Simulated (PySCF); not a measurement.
Members of one family of related compounds. Theory: PySCF, TDDFT B3LYP/def2-SVPD, vertical, gas phase, core orbitals frozen in the response. Geometries: PBE0-D3(BJ)/def2-SVP; one conformer of each isolated species. Triplets are in the Tamm–Dancoff approximation. 'Strongest' means the level of largest summed f among the lowest 10 singlets; it needn't be the same kind of state in each. Relativistic effects are left out although some hold elements past zinc.

Question: Rank by computed HOMO–LUMO gap, lowest first.
A. `[GeH3][SiH2][SiH2]c1ccncc1`
B. `OB(O)[SiH2][SiH2][GeH3]`
C. `[SiH2]([GeH3])[SiH2]OC(=O)C`
D. `S[SiH2][SiH2][GeH3]`
E. `COB(OC)[SiH2][SiH2][GeH3]`
F. `[GeH3][SiH2][SiH2]Br`
G. `C/N=C\[SiH2][SiH2][GeH3]`
H. `FC(F)(F)C[SiH2][SiH2][GeH3]`

Answer: G (5.36 eV), A (5.66 eV), D (6.19 eV), F (6.32 eV), B (6.57 eV), E (6.75 eV), C (7.07 eV), H (7.22 eV).

```
                     SMILES  gap (eV)  T1 (eV)  S1 (eV)  f (strongest)  first f ≥ 0.01 (nm)  HOMO (eV)      S1 mainly
   C/N=C\[SiH2][SiH2][GeH3]      5.36     3.25     3.98           0.21                  217      -6.71      H→L (98%)
 [GeH3][SiH2][SiH2]c1ccncc1      5.66     3.84     4.44           0.17                  236      -7.19      H→L (98%)
        S[SiH2][SiH2][GeH3]      6.19     4.92     5.28           0.12                  235      -7.10      H→L (96%)
       [GeH3][SiH2][SiH2]Br      6.32     4.95     5.47           0.17                  226      -7.59      H→L (95%)
    OB(O)[SiH2][SiH2][GeH3]      6.57     5.37     5.77           0.27                  207      -7.42    H→L+1 (94%)
  COB(OC)[SiH2][SiH2][GeH3]      6.75     5.27     5.77           0.15                  195      -7.42      H→L (87%)
  CC(=O)O[SiH2][SiH2][GeH3]      7.07     5.27     5.73           0.16                  199      -7.65  H-1→L+1 (62%)
FC(F)(F)C[SiH2][SiH2][GeH3]      7.22     5.77     6.51           0.26                  190      -7.83      H→L (91%)
```

H and L stand for HOMO and LUMO.

- `C/N=C\[SiH2][SiH2][GeH3]`: Löwdin shares by element: HOMO nitrogen 50%, carbon 24%, silicon 10% or more (atoms not listed hold the other 16%); LUMO nitrogen 30%, carbon 29% or more, silicon 22% (atoms not listed hold the other 19%).
- `[GeH3][SiH2][SiH2]c1ccncc1`: Löwdin shares by element: HOMO nitrogen 54%, carbon 26% or more (atoms not listed hold the other 20%); LUMO carbon 45% or more, nitrogen 20% (atoms not listed hold the other 35%).
- `S[SiH2][SiH2][GeH3]`: Löwdin shares by element: HOMO sulfur 62%, silicon 23%, hydrogen 5% or more; LUMO silicon 36%, sulfur 18%, germanium 16% (atoms not listed hold the other 30%).
- `[GeH3][SiH2][SiH2]Br`: Löwdin shares by element: HOMO bromine 41%, silicon 35%, germanium 12%; LUMO silicon 40%, bromine 25%, germanium 15% (atoms not listed hold the other 21%).
- `OB(O)[SiH2][SiH2][GeH3]`: Löwdin shares by element: HOMO silicon 52%, germanium 23%, hydrogen 7% or more (atoms not listed hold the other 18%); LUMO oxygen 37%, boron 25%, hydrogen 14% or more (atoms not listed hold the other 24%).
- `COB(OC)[SiH2][SiH2][GeH3]`: Löwdin shares by element: HOMO silicon 52%, germanium 22%, hydrogen 7% or more (atoms not listed hold the other 19%); LUMO silicon 37%, boron 20%, oxygen 12% or more (atoms not listed hold the other 31%).
- `CC(=O)O[SiH2][SiH2][GeH3]`: Löwdin shares by element: HOMO silicon 42%, germanium 27%, hydrogen 6% or more (atoms not listed hold the other 25%); LUMO (one of a set within 0.03 eV) silicon 40%, germanium 11%, hydrogen 8% or more (atoms not listed hold the other 41%).
- `FC(F)(F)C[SiH2][SiH2][GeH3]`: Löwdin shares by element: HOMO silicon 48%, germanium 25%, hydrogen 6% or more (atoms not listed hold the other 21%); LUMO silicon 34%, germanium 22%, hydrogen 10% or more (atoms not listed hold the other 34%).
